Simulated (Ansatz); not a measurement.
Hg2S3, relaxed as a singlet with RKS r2SCAN-D4/def2-SVP in Ansatz, starting from the GFN1-xTB geometry. Force threshold 0.02 eV/Å.

In the def2 sets Hg takes a core potential; there is no spin–orbit coupling. The restricted singlet is unstable towards broken spin symmetry at other levels; at r2SCAN-D4/def2-SVP this wasn't settled. Another isomer (singlet) lies 1.23 eV lower at PBE0-D4/def2-TZVP; other spin states weren't run for this one.

Start:

```tsv
atom	x (Å)	y (Å)	z (Å)
Hg1	0.141	1.278	1.459
Hg2	0.128	-1.273	-2.960
S3	-0.236	-1.992	-0.317
S4	1.018	-1.182	0.965
S5	-1.051	3.168	0.854
```

(1) Estimate the energy that the relaxation releases and the steps that it takes.

(2) Does the start keep its bonding?

(3) Predict the relaxed structure.

Answers

(1) 39.0 kJ/mol, in 11 steps; 28 s on 4 threads of Arm Neoverse V1 on a shared host. No frequencies were taken in this run, so the end may be a saddle point.

(2) By distances, no bond broke or formed. The bond that changes most is Hg1–S4, from 2.66 to 2.40 Å (atoms count from 1).

(3) 
```xyz
5

Hg   -0.021    1.222    1.103
Hg    0.267   -1.534   -2.964
S    -0.264   -2.007   -0.284
S     0.966   -0.953    0.870
S    -0.948    3.271    1.276
```
Bond lengths (bridged metal pairs left out): 3 × Hg–S 2.26 to 2.77 Å; 1 × S–S 1.99 Å.
